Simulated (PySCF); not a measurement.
A structure optimised at PBE-D3(BJ)/def2-SVP, used in a PySCF frequency run:

```
C
C 1 1.3579
H 2 1.1013 1 121.26
H 2 1.1028 3 117.39 1 180.00
C 1 1.4218 2 123.55 3 180.00
C 5 1.2282 2 156.26 3 180.00
H 6 1.0807 2 163.06 3 180.00
Ge 1 1.9752 2 120.61 3 0.00
H 8 1.5497 1 109.61 2 -120.20
H 8 1.5497 9 109.02 1 119.97
H 8 1.5510 9 110.30 10 121.25
```

Question: Write its SMILES, formula and point group.

Answer: C#C[C](=C)[GeH3], C4H6Ge, Cs

Question: What are its rotational constants (standard atomic weights)?

Answer: 5.4106, 1.9919, 1.4833 GHz
